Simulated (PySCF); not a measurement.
H2OSSe, SMILES [Se](S)O.

Coordinates come from a PBE-D3(BJ)/def2-TZVP optimisation. The values are those of a single conformer.

Vertical ionisation energy (IE) and electron affinity (EA) in eV. Rows of orbital energies are one-electron estimates. Where ΔSCF, EOM or ADC give a negative EA the extra electron is unbound and the value depends on the basis.

```
level                                          IE     EA
-------------------------------------------  ----  -----
−ε(HOMO), −ε(LUMO), PBE0/def2-TZVPD (PySCF)  7.05   1.41
ADC(2)/aug-cc-pVDZ (PySCF)                   8.78  -0.38
```

Q: Beyond the first one, list the lowest photoelectron lines from ADC(2)/aug-cc-pVDZ in PySCF with their pole strengths (two spins summed). (The exact figures need the calculation; the answer reports its results.)

A: 9.64 eV (1.75), 9.94 eV (1.73), 12.21 eV (1.73), 12.72 eV (1.72), 13.86 eV (1.75).
